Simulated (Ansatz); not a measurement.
Calculated with Ansatz (gas phase, PBE0-D4/def2-TZVP geometries, no zero-point term in ΔE). CCSD(T)/CBS adds triple-zeta CCSD(T) − MP2 to the extrapolated MP2 energy (def2 sets, frozen cores). This one scheme is used for every species, atoms too. Functionals use def2-TZVPP. B3LYP here is the variant with VWN-RPA as its local correlation; programs differ in this. Open shells (•) are unrestricted, without spin–orbit coupling. Spin–orbit coupling would lower the free atoms: a little for O, S, Si. Each species was taken in one conformer, which may not be the lowest.

Reaction (atomization): `O[SiH](O)S[SiH2]`• → 5 H• + 2 O• + S• + 2 Si•

```
             level  ΔE (kJ/mol)  difference from CCSD(T)/CBS
            PBE-D4       3472.1                         13.9
         r2SCAN-D4       3466.0                          7.8
           PBE0-D4       3409.2                        -49.0
          B3LYP-D4       3423.3                        -34.9
           ωB97X-V       3460.9                          2.7
           ωB97M-V       3454.2                         -4.0
            B2PLYP       3386.0                        -72.2
               PBE       3443.3                        -14.9
            r2SCAN       3459.3                          1.1
              PBE0       3384.7                        -73.5
             B3LYP       3376.4                        -81.8
     HF/def2-TZVPP       2454.7                      -1003.5
    MP2/def2-TZVPP       3414.5                        -43.7
SCS-MP2/def2-TZVPP       3390.5                        -67.7
   CCSD/def2-TZVPP       3284.0                       -174.2
CCSD(T)/def2-TZVPP       3339.5                       -118.7
     HF/def2-QZVPP       2463.3                       -994.9
    MP2/def2-QZVPP       3485.6                         27.4
SCS-MP2/def2-QZVPP       3468.9                         10.7
      HF/CBS(def2)       2464.6                       -993.6
     MP2/CBS(def2)       3533.2                         75.0
    CCSD/CBS(def2)       3402.6                        -55.6
       CCSD(T)/CBS       3458.2                            0
```

Largest T1 diagnostic among the species: 0.014.

The D4 term adds +46.9 kJ/mol with B3LYP and +24.5 kJ/mol with PBE0; it sums over pairs of atoms, weighted by their polarisabilities, and B3LYP, whose exchange is more repulsive, gets the larger term. In def2-TZVPP, CCSD(T) changes the Hartree–Fock value by +884.8 kJ/mol (the triples alone add +55.5 kJ/mol) and MP2 by +959.9 kJ/mol; breaking electron pairs costs correlation energy, which Hartree–Fock lacks. From PBE to PBE0 (25 % exact exchange), in def2-TZVPP and without D4, ΔE moves by −58.6 kJ/mol: exact exchange takes away binding that semilocal exchange gives to molecules.

For atomizations the MP2-based limit and the directly extrapolated one differ by several kJ/mol either way, and by 10 to 25 for some Ge, Se and Sn compounds, so smaller differences from it don't rank the levels.
